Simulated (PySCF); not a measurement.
(F)3Sn-NH-SiH3.
Bonds: Sn1–F2, Sn1–F3, Sn1–F4, Sn1–N5, N5–Si6. Hydrogens: H7 on N5; H8, H9, H10 on Si6.

A linear-response calculation (PySCF, def2-SVPD basis, gas phase, vertical, core orbitals frozen in the response) gave these numbers; the functional is withheld.

Orbital energies (eV): HOMO-3 -12.82, HOMO-2 -12.34, HOMO-1 -11.67, HOMO -10.10, LUMO -1.88, LUMO+1 0.65, LUMO+2 0.98.

```
state  E (eV)       f  main configurations (H = HOMO, L = LUMO)
   S1    4.76   0.015                                 H→L (94%)
   S2    6.93   0.052                               H-1→L (89%)
   S3    7.23  0.0000                  H→L+1 (67%), H-2→L (16%)
   S4    7.33  0.0022                               H-4→L (84%)
   S5    7.46   0.028                  H-5→L (50%), H-7→L (17%)
   S6    7.49   0.134                  H-3→L (60%), H-5→L (10%)
```

Triplets, Tamm–Dancoff:

```tsv
state	E (eV)	λ (nm)	main configurations (H = HOMO, L = LUMO)
T1	4.26	290.9	H→L (90%)
T2	6.29	197.1	H-1→L (48%), H-3→L (42%)
T3	6.88	180.3	H-4→L (76%), H-5→L (12%)
T4	6.91	179.5	H-5→L (70%), H-4→L (12%)
```

Vertical ionisation energy by ΔSCF with the same functional: 10.83 eV. Mean static polarisability: 67.9 au.

**Question.** Name the functional.
A. PBE
B. HF
C. CAM-B3LYP
D. B3LYP

**Answer.** C. CAM-B3LYP is range-separated, 19% exact exchange at short range and 65% at long range (ω = 0.33 bohr⁻¹). In this run −ε(HOMO) = 10.10 eV differs from the ΔSCF value by -0.73 eV, and S1 differs from the orbital gap of 8.22 eV by -3.46 eV. The ratio −ε(HOMO)/IP is 0.93. Small neutral molecules mostly give 0.85 to 0.93 with CAM-B3LYP, 0.5 to 0.7 with PBE, 0.67 to 0.83 with B3LYP; Hartree–Fock can't fall below 1, since the ion's relaxation only lowers the ΔSCF value. The other options: PBE, a GGA without exact exchange; HF, time-dependent Hartree–Fock, 100% exact exchange; B3LYP, a global hybrid with 20% exact exchange.

Level of theory: PySCF, TDDFT CAM-B3LYP/def2-SVPD, vertical, gas phase, core orbitals frozen in the response, def2 core potentials past Kr. Isolated species at its PBE0-D3(BJ)/def2-SVP geometry, gas phase. Spin–orbit coupling is left out.
